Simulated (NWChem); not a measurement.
System: C2H3F2NSi; SMILES N#CC[SiH](F)F

NWChem printed, in part:

```
             Northwest Computational Chemistry Package (NWChem) 7.3.0
             --------------------------------------------------------

                             Geometry "geometry" -> ""
                             -------------------------

 Output coordinates in angstroms (scale by  1.889725989 to convert to a.u.)

  No.       Tag          Charge          X              Y              Z
 ---- ---------------- ---------- -------------- -------------- --------------
    1 N                    7.0000    -0.33504700    -2.96234900    -0.27171800
    2 C                    6.0000     0.17089400    -1.98345600     0.09516600
    3 C                    6.0000     0.77687300    -0.72502500     0.50988200
    4 Si                  14.0000    -0.04265500     0.75707800    -0.32620600
    5 F                    9.0000    -1.50044100     0.97097200     0.29828500
    6 F                    9.0000     0.84493800     2.04012500     0.04301300
    7 H                    1.0000     0.69976400    -0.61142400     1.59880800
    8 H                    1.0000     1.84576900    -0.72743600     0.25975900
    9 H                    1.0000    -0.14137700     0.61920700    -1.78978800

 Effective nuclear repulsion energy (a.u.)     279.7037599404

                                 NWChem DFT Module
                                 -----------------

 Summary of "ao basis" -> "ao basis" (spherical)
 ------------------------------------------------------------------------------
       Tag                 Description            Shells   Functions and Types
 ---------------- ------------------------------  ------  ---------------------
 N                          def2-svp                 6       14   3s2p1d
 C                          def2-svp                 6       14   3s2p1d
 Si                         def2-svp                 8       18   4s3p1d
 F                          def2-svp                 6       14   3s2p1d
 H                          def2-svp                 3        5   2s1p

 in cosmo_initialize ...
 calling solv_data for solv:h2o

 solvent parameters
 solvname_short: h2o
 solvname_long:  water
 dielec:       78.4000
 dielecinf:     1.7769
 aqueous SMD model solvent descriptors
 dielec:       78.4000
 sola:          0.8200

          ---------------
          -cosmo- solvent
          ---------------
 Cosmo: York-Karplus, doi: 10.1021/jp992097l
 dielectric constant -eps-     =  78.40
 screen = (eps-1)/(eps    )    =   0.98724
 surface charge correction     = lagrangian

   van der Waals surface
 --------------------------

 ---------- ATOMIC COORDINATES (A.U.) ------------ VDWR(ANG.) --
     1   -0.63314702   -5.59802789   -0.51347257     1.890
     2    0.32294283   -3.74818835    0.17983766     1.850
     3    1.46807710   -1.37009858    0.96353727     1.850
     4   -0.08060626    1.43066997   -0.61643996     2.470
     5   -2.83542235    1.83487102    0.56367692     1.730
     6    1.59670130    3.85527723    0.08128278     1.730
     7    1.32236222   -1.15542382    3.02130903     1.200
     8    3.48799765   -1.37465471    0.49087333     1.200
     9   -0.26716379    1.17013156   -3.38220890     1.200
 number of segments per atom =        128
 number of   points per atom =        128
 atom (   nspa,  nppa )
 ----------------------
    1 (     92,     0 )       0
    2 (     47,     0 )       0
    3 (     24,     0 )       0
    4 (     71,     0 )       0
    5 (     65,     0 )       0
    6 (     68,     0 )       0
    7 (     51,     0 )       0
    8 (     48,     0 )       0
    9 (     31,     0 )       0
 number of -cosmo- surface points =      497
 molecular surface =    130.875 angstrom**2
 molecular volume  =    114.692 angstrom**3
 -lineq- algorithm             =   0
 -bem- low  level              =   3
 -bem- from -octahedral-
 gaussian surface charge width =   4.50000
 degree of switching           =   1.00000
 switching function tolerance  =   0.00010
 atomic radii =
 --------------
    1  7.000  1.890
    2  6.000  1.850
    3  6.000  1.850
    4 14.000  2.470
    5  9.000  1.730
    6  9.000  1.730
    7  1.000  1.200
    8  1.000  1.200
    9  1.000  1.200
 ...... end of -cosmo- initialization ......

[...]

                                COSMO-SMD solvation results
                                ---------------------------

             internal energy in gas <Psi(g)|H|Psi(g)> =      -621.728014580518
         internal energy in solvent <Psi(s)|H|Psi(s)> =      -621.724973215584
                               delta internal energy  =         0.003041364934 (    1.91 kcal/mol)
   total free energy in solvent <Psi(s)|H+V/2|Psi(s)> =      -621.741950198085
 polarization energy contribution <Psi(s)|V/2|Psi(s)> =        -0.016976982501 (  -10.65 kcal/mol)
    total free energy in solvent including G(SMD-CDS) =      -621.733710849810
                       G(SMD-CDS) energy contribution =         0.008239348276 (    5.17 kcal/mol)
     1 M fixed-concentration free energy of solvation =        -0.005696269292 (   -3.57 kcal/mol)

                       DFT Final Molecular Orbital Analysis
                       ------------------------------------

 Vector   25  Occ=2.000000D+00  E=-3.736327D-01
              MO Center= -9.0D-02, -1.2D+00, -4.4D-01, r^2= 5.0D+00
   Bfn.  Coefficient  Atom+Function         Bfn.  Coefficient  Atom+Function
  ----- ------------  ---------------      ----- ------------  ---------------
     5      0.334792  1 N  py                99      0.258339  9 H  s
    18      0.204278  2 C  px                20      0.198931  2 C  pz
     8     -0.192955  1 N  py                80     -0.173989  6 F  pz
   100      0.169456  9 H  s                  3      0.167983  1 N  s
    66     -0.165101  5 F  pz                33     -0.155914  3 C  py

 Vector   26  Occ=2.000000D+00  E=-3.415410D-01
              MO Center=  4.6D-02, -2.3D+00,  5.5D-03, r^2= 1.9D+00
   Bfn.  Coefficient  Atom+Function         Bfn.  Coefficient  Atom+Function
  ----- ------------  ---------------      ----- ------------  ---------------
     6      0.328715  1 N  pz                 4     -0.294634  1 N  px
    20     -0.272043  2 C  pz                18      0.241285  2 C  px
     9     -0.199775  1 N  pz                 7      0.179968  1 N  px
    23     -0.159946  2 C  pz                94     -0.150609  8 H  s
    89      0.148163  7 H  s                 21      0.147110  2 C  px

 Vector   27  Occ=2.000000D+00  E=-3.216533D-01
              MO Center=  9.3D-02, -1.3D+00, -9.7D-02, r^2= 3.7D+00
   Bfn.  Coefficient  Atom+Function         Bfn.  Coefficient  Atom+Function
  ----- ------------  ---------------      ----- ------------  ---------------
     4      0.233107  1 N  px                31     -0.228985  3 C  s
     6      0.217110  1 N  pz                33     -0.189520  3 C  py
     5     -0.184563  1 N  py                34      0.167543  3 C  pz
    32      0.166365  3 C  px                99      0.161138  9 H  s
    22      0.154257  2 C  py                19      0.150033  2 C  py

 Vector   28  Occ=0.000000D+00  E= 1.254806D-02
              MO Center=  1.0D-01, -1.2D+00, -1.3D-01, r^2= 4.2D+00
   Bfn.  Coefficient  Atom+Function         Bfn.  Coefficient  Atom+Function
  ----- ------------  ---------------      ----- ------------  ---------------
    53      0.401260  4 Si px                21      0.310877  2 C  px
    23      0.287201  2 C  pz                45      0.281224  4 Si s
    54      0.274219  4 Si py                 7     -0.265079  1 N  px
     8      0.260063  1 N  py                77     -0.257539  6 F  s
     9     -0.251685  1 N  pz                95     -0.245539  8 H  s

 Vector   29  Occ=0.000000D+00  E= 2.333151D-02
              MO Center=  1.8D-01, -1.9D+00,  1.0D-01, r^2= 3.0D+00
   Bfn.  Coefficient  Atom+Function         Bfn.  Coefficient  Atom+Function
  ----- ------------  ---------------      ----- ------------  ---------------
    95     -0.514491  8 H  s                 90      0.479882  7 H  s
    23     -0.417328  2 C  pz                 9      0.392886  1 N  pz
    20     -0.341966  2 C  pz                 7     -0.332460  1 N  px
     6     -0.315087  1 N  pz                21      0.303046  2 C  px
    18      0.282184  2 C  px                 4      0.261983  1 N  px

 Vector   30  Occ=0.000000D+00  E= 4.862945D-02
              MO Center= -3.2D-01,  4.9D-01, -2.4D-01, r^2= 4.0D+00
   Bfn.  Coefficient  Atom+Function         Bfn.  Coefficient  Atom+Function
  ----- ------------  ---------------      ----- ------------  ---------------
    53      0.828865  4 Si px                46     -0.667198  4 Si s
    63      0.545020  5 F  s                 17     -0.395380  2 C  s
    31      0.352541  3 C  s                 55     -0.261870  4 Si pz
    45     -0.225490  4 Si s                100      0.217217  9 H  s
    21     -0.209628  2 C  px                50      0.197084  4 Si px

     Multipole analysis of the density
     ---------------------------------

     L   x y z        total         alpha         beta         nuclear
     -   - - -        -----         -----         ----         -------
     0   0 0 0      0.000000    -27.000000    -27.000000     54.000000

     1   1 0 0      1.087172      1.253431      1.253431     -1.419691
     1   0 1 0      0.962560      0.488855      0.488855     -0.015150
     1   0 0 1      0.264074     -0.153160     -0.153160      0.570393

     2   2 0 0    -29.862852    -77.802508    -77.802508    125.742164
     2   1 1 0     -3.255944     -4.531718     -4.531718      5.807493
     2   1 0 1      0.692829     -2.254510     -2.254510      5.201849
     2   0 2 0    -43.191231   -277.715855   -277.715855    512.240478
     2   0 1 1     -2.781460     -1.297912     -1.297912     -0.185637
     2   0 0 2    -27.730636    -32.194156    -32.194156     36.657676
```

Level: B3LYP/def2-SVP, SMD on the gas-phase geometry. All runs use the structure optimised with B3LYP/6-31G* (spherical d). B3LYP is NWChem's, with the RPA form of VWN correlation. Solvent: water.

**Question.** Write an input that gives this output.

**Answer.** Several could match; the one computed here: the input that was run:
```
start job
memory heap 200 mb stack 900 mb global 1100 mb
geometry units angstroms noautosym nocenter noautoz
  N     -0.335047    -2.962349    -0.271718
  C      0.170894    -1.983456     0.095166
  C      0.776873    -0.725025     0.509882
  Si    -0.042655     0.757078    -0.326206
  F     -1.500441     0.970972     0.298285
  F      0.844938     2.040125     0.043013
  H      0.699764    -0.611424     1.598808
  H      1.845769    -0.727436     0.259759
  H     -0.141377     0.619207    -1.789788
end
basis spherical
  * library def2-svp
end
dft
  xc b3lyp
  iterations 150
end
cosmo
  do_cosmo_smd true
  solvent water
end
task dft energy
```
